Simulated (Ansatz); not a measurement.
Geometry optimisation, RKS PBE-D4/def2-SVP (Ansatz).

Input file:

```yaml
crystal:
  periodic: [false, false, false]
  atoms:
    - { symbol: P, position_ang: [-1.9621, 0.761, 1.0506] }
    - { symbol: Se, position_ang: [-0.1197, -0.3305, 1.635] }
    - { symbol: Si, position_ang: [0.4872, -0.4626, -0.5637] }
    - { symbol: Se, position_ang: [2.5824, -1.56, -0.6976] }
    - { symbol: H, position_ang: [-2.3367, 1.162, 2.3888] }
    - { symbol: H, position_ang: [-1.3026, 2.0615, 0.7684] }
    - { symbol: H, position_ang: [0.6992, 0.8924, -1.0981] }
    - { symbol: H, position_ang: [0.65029, -1.32602, 2.50503] }
    - { symbol: H, position_ang: [2.5051, -1.3938, -2.1797] }
basis:
  gaussian: { orbitals: def2-SVP }
hamiltonian:
  xc: pbe
  dispersion: d4
relax:
  f_tol: 0.02
  max_steps: 50
```

Command:

```bash
$ ansatz run input.yaml --threads 2 --pin off --max-ram 3072MiB --backend cpu --events-out ev --progress --plain --runs-dir out
```

Task: Where does it end, and by what steps?

Result: It converged. After 28 steps the energy has fallen by 2.761 eV; H8 moved furthest, 1.29 Å.

```tsv
step	energy less start (eV)	largest force component (eV/Å)	accepted
0	0.0000	2.137	yes
1	-0.8287	1.397	yes
2	-1.2911	1.212	yes
3	-1.5801	0.677	yes
4	-1.7853	0.695	yes
5	-2.0034	0.659	yes
6	-2.1921	0.549	yes
7	-2.3115	0.228	yes
8	-2.3856	0.243	yes
9	-2.4530	0.569	yes
10	-2.5200	0.823	yes
11	-2.5922	1.129	yes
12	-2.6896	0.418	yes
13	-2.7285	0.288	yes
14	-2.7513	0.153	yes
15	-2.7462	0.288	no
16	-2.7558	0.025	yes
17	-2.7560	0.030	yes
18	-2.7569	0.024	yes
19	-2.7573	0.023	yes
20	-2.7583	0.052	yes
21	-2.7587	0.038	yes
22	-2.7593	0.032	yes
23	-2.7597	0.059	yes
24	-2.7601	0.059	yes
25	-2.7605	0.049	yes
26	-2.7608	0.037	yes
27	-2.7610	0.021	yes
28	-2.7611	0.020	yes
```

```xyz
9
Properties=species:S:1:pos:R:3
P -2.191 0.677 1.280
Se -0.398 -0.790 0.884
Si 0.683 0.052 -1.355
Se 2.593 -1.207 -0.745
H -2.130 0.553 2.715
H -1.378 1.868 1.277
H 1.230 1.248 -0.540
H 0.558 -0.208 1.868
H 2.235 -2.389 -1.574
```

Time of the run: 70 s on 2 threads of Arm Neoverse V2 (shared host), peak memory 0.18 GiB.
